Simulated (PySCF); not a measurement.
CH5BOSe. Atoms are numbered in the order given.

```xyz
9

B     -0.1267     0.9345     0.0000
C      1.1561     1.8530     0.0000
H      1.1549     2.5126    -0.8866
H      1.1549     2.5126     0.8866
H      2.1042     1.2959     0.0000
O     -1.3948     1.4228     0.0000
H     -1.4330     2.3884     0.0000
Se     0.0948    -1.0165     0.0000
H     -1.3486    -1.3217     0.0000
```

The structure is a stationary point at B3LYP-D3(BJ)/def2-SVP. This is a generated structure with no PubChem entry under its InChIKey; it may be hypothetical. One conformer was computed; it need not be the lowest.

Method: PySCF with PBE/pcSseg-1.

GIAO shieldings, no solvent; atoms alike by connectivity are averaged. δ = σ(ref) − σ: ¹¹B against BF3 (σ = 83.9 ppm); ¹³C against TMS (σ = 182.0 ppm); ¹H against TMS (σ = 31.49 ppm); ¹⁷O against H2O (σ = 334.3 ppm); ⁷⁷Se against Me2Se (σ = 1634.8 ppm), references at their B3LYP-D3(BJ)/def2-TZVP geometries, non-relativistic.

```csv
nucleus,atoms,count,δ (ppm)
¹¹B,B1,1,43.0
¹³C,C2,1,8.0
¹H,H7,1,5.28
¹H,H9,1,2.37
¹H,"H3, H4, H5",3,0.84
¹⁷O,O6,1,190.5
⁷⁷Se,Se8,1,-196.4
```
